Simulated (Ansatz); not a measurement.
C₂H₆O, charge +1, doublet, at a GFN2-xTB geometry (a state made from the parent by changing its charge; the spin is typed, not shown lowest); BCCD/6-31G run with Ansatz (an electronic-structure program).

Ansatz was given this input:
Ansatz 0.2 input:
```yaml
crystal:
  periodic: [false, false, false]
  atoms:
    - {symbol: C, position_ang: [-1.19094099, 0.21781448, 0.23891101]}
    - {symbol: C, position_ang: [0.04803833, -0.35349676, -0.35038744]}
    - {symbol: O, position_ang: [1.25579202, 0.08279295, 0.05695778]}
    - {symbol: H, position_ang: [-2.07977452, -0.23626278, -0.19233691]}
    - {symbol: H, position_ang: [-1.24684479, 1.30540147, 0.09704701]}
    - {symbol: H, position_ang: [-1.22243436, 0.08766083, 1.32894051]}
    - {symbol: H, position_ang: [0.06353667, -1.47789509, -0.28739423]}
    - {symbol: H, position_ang: [0.03999364, -0.30342599, -1.47551328]}
    - {symbol: H, position_ang: [1.25660309, 0.77627164, 0.74245322]}
basis:
  gaussian:
    orbitals: 6-31G
total_charge: 1
magnetization: {spin_polarized: true, initial_magnetization: 1}
correlation: {method: bccd}
```

Q: Predict the main parts of the log of this Ansatz run.

A: 
```
Functional definition: HF
521 factors; integrals over basis functions are off by at most 2.6e-4 eV
mean field evaluation 1: about -4176.5316 eV, gradient 2.9e1 eV
mean field evaluation 2: about -4176.5330 eV, gradient 2.9e1 eV
mean field evaluation 4: about -4180.5670 eV, gradient 3.2e0 eV
mean field evaluation 8: about -4181.2156 eV, gradient 4.9e-1 eV
mean field evaluation 16: about -4179.2615 eV, gradient 2.0e1 eV
mean field evaluation 32: about -4179.3453 eV, gradient 1.6e-6 eV
mean field evaluation 64: about -4176.1186 eV, gradient 6.0e0 eV
mean field evaluation 96: about -4177.0052 eV, gradient 1.6e-3 eV
mean field evaluation 128: about -4172.9878 eV, gradient 1.6e1 eV
mean field -4181.22246136 eV, -153.6570913207 hartree, gradient 6.1e-6 eV, S^2 0.764948; 3 other end points of the search recorded, 0 dependent functions left out
determinant -4181.22246136 eV, -153.6570913207 hartree, with singles and doubles -4189.93010671 eV, -153.9770913848 hartree
determinant -4179.34530808 eV, -153.5881072100 hartree, with singles and doubles -4187.94826735 eV, -153.9042601316 hartree
3 core orbitals not correlated
reference -4181.22246136 eV, -153.6570913207 hartree; 10, 9 occupied and 26, 27 virtual orbitals, 521 factors
second order -7.57351124 eV of doubles, -0.00000000 eV of singles
cycle   1  -8.68230083 eV  change    2.5e-2 eV  update   2.1e-2
cycle   2  -8.69400730 eV  change   -1.2e-2 eV  update   7.2e-3
cycle   3  -8.68959335 eV  change    4.4e-3 eV  update   3.9e-3
cycle   4  -8.68600338 eV  change    3.6e-3 eV  update   2.6e-3
cycle   5  -8.68676857 eV  change   -7.7e-4 eV  update   1.3e-3
cycle   6  -8.68687048 eV  change   -1.0e-4 eV  update   4.4e-4
cycle   7  -8.68698334 eV  change   -1.1e-4 eV  update   1.4e-4
cycle   8  -8.68705091 eV  change   -6.8e-5 eV  update   6.2e-5
cycle   9  -8.68704168 eV  change    9.2e-6 eV  update   2.6e-5
cycle  10  -8.68703399 eV  change    7.7e-6 eV  update   1.0e-5
Total energy: -4189.90949536 eV, -153.9763339316 hartree
```
